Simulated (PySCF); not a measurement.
C₂H₈OSi.
Z-matrix (Å and degrees, PBE0-D3(BJ)/def2-SVP geometry), rows numbered from 1:
```
C 
O   1  1.3970
Si  2  1.6665  1  124.49
C   3  1.8622  2  107.25  1   179.56
H   1  1.1066  2  112.19  3   -60.53
H   1  1.1065  2  112.20  3    60.99
H   1  1.1010  2  108.93  3  -179.76
H   3  1.5002  2  109.85  1    58.66
H   3  1.5001  2  109.90  1   -59.51
H   4  1.1013  3  110.51  2   179.49
H   4  1.1004  3  110.67  2   -60.50
H   4  1.1004  3  110.65  2    59.51
```

The computed photoelectron lines, unassigned: C 1s: 290.30 (area 1), 292.36 (area 1) eV; O 1s: 537.93 eV; Si 1s: 1846.93 eV; Si 2p3/2: 107.04 eV.

Computed, not measured: delta-SCF UKS SCAN, pcX-2 on the ionised atom, pcseg-1 elsewhere, spin-free X2C (PySCF). One conformer (not necessarily the lowest) at the PBE0-D3(BJ)/def2-SVP geometry, without solvent, vibrations or thermal averaging.

(1) Assign the C 1s lines to atoms.

Answers

(1) 290.30 eV: C4 (Si-methyl carbon); 292.36 eV: C1 (methoxy carbon). Lowest listed C 1s: C4, bonded to 3 H and Si. Highest, 2.06 eV above it: C1, bonded to O and 3 H. Summing the Pauling electronegativity differences to the bonded atoms, each weighted by its formal bond order, gives -1.70 for the lowest site and -0.16 for the highest.

Bonded neighbours of each site: C1: O and 3 H; O2: C and Si; Si3: O, C and 2 H; C4: 3 H and Si.

Task: Which effective nuclear charge Zeff reproduces each element's mean 1s value in the hydrogen-like formula E = 13.606 eV × Zeff²?

Result: C (Z = 6): mean 291.3 eV, Zeff = 4.63, Z − Zeff = 1.37; O (Z = 8): mean 537.9 eV, Zeff = 6.29, Z − Zeff = 1.71; Si (Z = 14): mean 1846.9 eV, Zeff = 11.65, Z − Zeff = 2.35. Means run over the listed sites, weighted by atom count.

Spin–orbit and ligand-field terms were added within each 2p shell after the spin-free SCF. 2p1/2 minus 2p3/2 (ligand field included): Si 0.62 eV.
